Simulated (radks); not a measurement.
The numbers below are computed, except where a source is named.
Problem. These are the eigenvalues of the occupied orbitals of an atom or ion with whole-number occupations (eV). Code: a radial shooting solver on a logarithmic mesh with Libxc functionals. Model: scalar-relativistic Kohn-Sham, r2SCAN, spin-polarised, spherical densities, finite nucleus; meta-GGA in the generalised Kohn-Sham scheme; Fermi nuclear charge, rms radius of each element as measured or else 0.836 A^(1/3) + 0.57 fm.

orbital  eigenvalue
1s down   -42422.44
1s up     -42422.44
2s up     -7299.136
2s down   -7296.176
2p up     -6585.425
2p down   -6583.178
3s up     -1988.200
3s down   -1987.504
3p up     -1760.860
3p down   -1759.847
3d up     -1444.878
3d down   -1442.720
4s up     -769.5976
4s down   -761.5782
4p up     -689.1875
4p down   -681.1867
4d up     -573.9611

Which element is it, and in what charge state? The configuration may be excited. Open shells, if any, are filled with parallel spins first.

Solution. Z = 59, praseodymium, charge +20: Pr20+ in [Kr] 4d3. The list shows which subshells hold electrons but not how many an open one holds; the 1s level, -1559 hartree, gives Z - s = 55.8 by -(Z - s)^2/2, which with screening and relativity narrows Z to a few neighbours, and the depths of the outer levels then fix element, charge and occupations together.
